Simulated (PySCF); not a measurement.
SiH2Cl2, SMILES Cl[SiH2]Cl. Geometry optimised at B3LYP-D3(BJ)/def2-TZVP. The isomer is the one that the SMILES or the coordinates give; other isomers of the formula were not compared.

All values below come from PySCF with B3LYP-D3(BJ)/def2-TZVP.

Harmonic wavenumbers (cm⁻¹): 185, 515, 574, 597, 712, 880, 962, 2276, 2291. Rotational constants (GHz): 13.96, 2.481, 2.161; symmetry number 2.

### Question
Work out the zero-point energy and the ideal-gas rigid-rotor harmonic-oscillator thermochemistry at 298.15 K and 1 atm.

### Answer
ZPE = ½ Σ hcν = ½ × 8990 cm⁻¹ = 53.77 kJ/mol. H − E(el) = 67.22 kJ/mol. Entropy in J/(mol K): translation 166.30, rotation 102.46, vibration 18.44, total 287.21. G − E(el) = -18.41 kJ/mol. Cp = 62.41 J/(mol K).
